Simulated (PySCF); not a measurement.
Oscillator strengths, rates and cross-sections

C₃H₉ClSSi₂.
SMILES with atom numbers: `[CH2:1]=[CH:2][Si@H:3]([Cl:4])[SiH2:5][S:6][CH3:7]` (hydrogens: H8, H9 on C1; H10 on C2; H11 on Si3; H12, H13 on Si5; H14, H15, H16 on C7)

Method used: PySCF 2.14.0, density-fitted response routines, TDDFT CAM-B3LYP/def2-SVPD, vertical, gas phase, core orbitals frozen in the response. Geometry: GFN2-xTB, one conformer, isolated molecule. The geometry optimisation had not met its thresholds, so the values belong to a structure short of the stationary point.

A / s⁻¹ = 0.6670 f (ν̃ / cm⁻¹)² and τ = 1/A in vacuum; |μ| follows from f = (2/3) ΔE |μ|² (atomic units, 1 au = 2.5417 D); ∫σ dE = 109.76 f Mb·eV.

The rates are for emission to S0 at the absorption energy, with no other channel.

Energies and rates of the computed singlets with f of 0.002 or more:

```
state  λ (nm)   A (s⁻¹)
   S2   219.9  4.94×10⁶
   S4   199.4  2.90×10⁷
   S5   192.8  1.19×10⁸
   S6   192.2  2.17×10⁷
   S7   184.0  3.85×10⁷
   S8   182.4  1.54×10⁸
```

Task: Go back from the rates to the oscillator strengths and transition dipoles.

Result: f = A / (0.6670 ν̃²), and |μ| follows from f:

| state | f | \|μ\| (D) | τ | main configurations (H = HOMO, L = LUMO) |
| --- | --- | --- | --- | --- |
| S2 | 0.0036 | 0.41 | 200 ns | H→L+2 (58%), H→L+3 (24%) |
| S4 | 0.017 | 0.86 | 34 ns | H-1→L (90%) |
| S5 | 0.067 | 1.65 | 8.4 ns | H-1→L+1 (47%), H-3→L+1 (23%), H-2→L+1 (8%) |
| S6 | 0.012 | 0.70 | 46 ns | H→L+3 (57%), H→L+2 (24%) |
| S7 | 0.020 | 0.87 | 26 ns | H→L+4 (52%), H→L+6 (9%) |
| S8 | 0.077 | 1.73 | 6.5 ns | H-3→L (23%), H-1→L+1 (22%), H→L+4 (10%) |

Task: How much energy does a mole of photons resonant with S8 carry?

Result: 6.796 eV × 96.485 = 656 kJ/mol (157 kcal/mol).

Task: By what factor does the largest A in the list exceed the smallest?

Result: S8 has 31 times the rate of S2.

Task: What is the integrated cross-section of all computed states together?

Result: Σf = 0.198 over S1 to S8, so 109.76 × Σf ≈ 21.8 Mb·eV.
